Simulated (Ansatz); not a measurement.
A nudged elastic band was laid between two geometries of CH₃InO (6 atoms, charge 0, multiplicity 1).

Method: RKS r2SCANh-D4/def2-mTZVP (Ansatz 0.2.0).

| Quantity | Value |
| --- | --- |
| movable images | 7 |
| climbing image | yes |
| spring | 5.0 eV/Å² |
| optimiser | quadratic models (default) |
| start path | straight line |
| force threshold | 0.03 eV/Å |
| iteration limit | 60 |
| end points | relaxed |

Image 0:

```xyz
6
Properties=species:S:1:pos:R:3
O -1.096 -1.579 0.495
C -0.078 -1.201 -0.040
In 0.202 0.999 -0.047
H 0.615 -1.963 -0.474
H -0.522 1.928 -1.310
H 0.921 1.752 1.331
```

Image 8:

```xyz
6
Properties=species:S:1:pos:R:3
O -0.058 -1.894 -0.104
C 0.522 -0.760 -0.337
In -0.296 1.158 0.242
H 0.489 -2.624 -0.457
H -1.023 2.114 -1.006
H 0.409 1.942 1.615
```

Which bonds break or form, and what moves?

Bonds broken: C2–H4. Bonds formed: O1–H4.

What energy profile does the band end with?

It converged. The highest image is number 4 of 0 to 8, 3.65 eV above the first end and 1.34 eV above the last; the last end lies 2.32 eV above the first. Neighbouring images differ by up to 1.7 eV, so the band resolves the path poorly. Another band between the same ends (7 images) ends at a top of the same energy, where a vibrational analysis finds 1 clearly imaginary mode. The orbitals stay closed-shell, which can raise the energy where a bond breaks towards radicals; this wasn't checked here.

```tsv
image	path coordinate (Å)	energy (eV)	C2–H4 (Å)	O1–H4 (Å)
0	0.00	0.00	1.12	2.00
1	0.26	0.11	1.11	1.93
2	0.51	0.88	1.10	1.70
3	0.77	2.55	1.14	1.42
4	1.03	3.65	1.28	1.14
5	1.26	3.03	1.52	0.99
6	1.50	2.47	1.76	0.97
7	1.74	2.34	1.85	0.98
8	1.98	2.32	1.87	0.98
```

What is the geometry of the highest image?


```xyz
6
Properties=species:S:1:pos:R:3
O -0.498 -2.053 0.131
C 0.178 -0.976 -0.167
In -0.157 1.164 0.161
H 0.494 -2.192 -0.421
H -0.710 2.086 -1.194
H 0.734 1.907 1.444
```

Run time: 99 s on 2 threads of AMD EPYC 9R45 96-Core Processor (Zen 5), on a shared host, peak memory 0.22 GiB.
